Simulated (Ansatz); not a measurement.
## Relative stability

The two ends of one reaction step of ZnH$_{2}$ClF, singlet (PBE0-D4/def2-TZVP).

A:

| atom | x (Å) | y (Å) | z (Å) |
| --- | --- | --- | --- |
| Zn1 | -0.6115 | -0.2458 | -0.7205 |
| F2 | 1.0110 | 0.2121 | 1.1152 |
| Cl3 | -0.1912 | -2.2776 | -1.1018 |
| H4 | 0.8694 | 1.1018 | 1.3235 |
| H5 | -1.0777 | 1.2095 | -0.6163 |

B:

| atom | x (Å) | y (Å) | z (Å) |
| --- | --- | --- | --- |
| Zn1 | 0.4402 | -0.8523 | 0.1087 |
| F2 | 1.3971 | -0.1225 | 1.3733 |
| Cl3 | -0.6266 | -1.8471 | -1.3734 |
| H4 | -0.3731 | 1.5133 | 0.2229 |
| H5 | -0.8375 | 1.3086 | -0.3314 |

Program: Ansatz 0.2.0. Basis: def2-TZVPP. Cores are frozen in the correlated methods. The 3s and 3p shells of Cu and Zn are frozen; filled d shells are correlated. B3LYP uses VWN-RPA correlation.

Task: Which structure is lower at CCSD(T), and by how much? (To be estimated.)

Result: By the calculation: B, by 21.1 kJ/mol (electronic energy, against the other). By their contacts, A is a complex of ZnHCl ([Cl][ZnH]) + HF and B is a complex of ZnClF + H₂.

All methods give the same order:

```
      method  E(B) − E(A) (kJ/mol)
       SPW92                  -7.0
      PBE-D4                 -19.9
     BLYP-D4                 -27.2
   r2SCAN-D4                 -24.0
      B97M-V                 -16.3
     PBE0-D4                 -16.4
    B3LYP-D4                 -23.1
  r2SCAN0-D4                 -19.9
    BHLYP-D4                 -21.7
CAM-B3LYP-D4                 -22.0
     wB97X-V                 -24.7
     wB97M-V                 -18.3
      B2PLYP                 -25.2
    PBE-QIDH                 -19.9
  RPA on PBE                 -21.9
          HF                 -24.8
         MP2                 -24.0
        CCSD                 -20.6
     CCSD(T)                 -21.1
```

The T1 diagnostic stays at or below 0.016.

Labels in which every atom is bracketed show which atoms are joined, not bond orders.

For scale, one of the runs: CCSD(T)/def2-TZVPP, 165 basis functions, launched by `ansatz run in.yaml --threads 4 --pin off --events-out ev --progress --plain --max-ram 9574MiB`. The run took 22 s on 4 CPU threads of an Arm Neoverse V2 (shared host), with 1.3 GiB of host memory at its peak.
